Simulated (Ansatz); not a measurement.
Mulliken charges of Cl$_{2}$F$_{2}$H$_{2}$Si$_{2}$, SMILES `F[Si](F)(Cl)[SiH2]Cl` from r2SCAN/def2-TZVPP in Ansatz (PBE0-D4/def2-TZVP geometry).

| atom | x (Å) | y (Å) | z (Å) | charge (e) |
| --- | --- | --- | --- | --- |
| F1 | -1.448 | -1.239 | 1.237 | -0.285 |
| Si2 | -0.733 | -0.869 | -0.125 | 0.792 |
| F3 | -1.875 | -0.510 | -1.160 | -0.285 |
| Cl4 | 0.236 | -2.523 | -0.801 | -0.209 |
| Si5 | 0.767 | 0.898 | 0.145 | 0.318 |
| Cl6 | -0.257 | 2.538 | 0.830 | -0.232 |
| H7 | 1.804 | 0.519 | 1.134 | -0.050 |
| H8 | 1.391 | 1.220 | -1.160 | -0.050 |

By hand: the dipole of these point charges (1 e Å = 4.8032 D).

Σ q r = (0.461, -0.053, -0.099) e Å, of length 0.474 e Å = 2.28 D.

How does the dipole of the full density compare? (An estimate is asked.)

Computed: (0.339, 0.048, -0.046) e Å, 1.66 D; the point charges give 1.37 times that, at 15° from its direction.

Point charges leave out the atoms' own dipoles, such as those of lone pairs, and Mulliken's split depends on the basis, so the two needn't agree.
